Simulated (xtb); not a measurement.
Harmonic IR lines of one isomer of C₄H₄BFS, unscaled. Computed with GFN2-xTB in xtb 6.7.1.

```csv
wavenumber (cm⁻¹),relative intensity
527,6.2
559,6.1
739,8.3
765,22
816,98
827,4.7
872,4.3
890,8.9
1088,19
1109,3.7
1148,21
1214,73
1372,44
1445,100
1551,93
2656,84
2701,66
```

Q: Identify which structure gives these lines.
(A) `Bc1ccc(F)s1`
(B) `Bc1csc(F)c1`
(C) `Bc1cscc1F`
(D) `Bc1sccc1F`

A: C, `Bc1cscc1F`
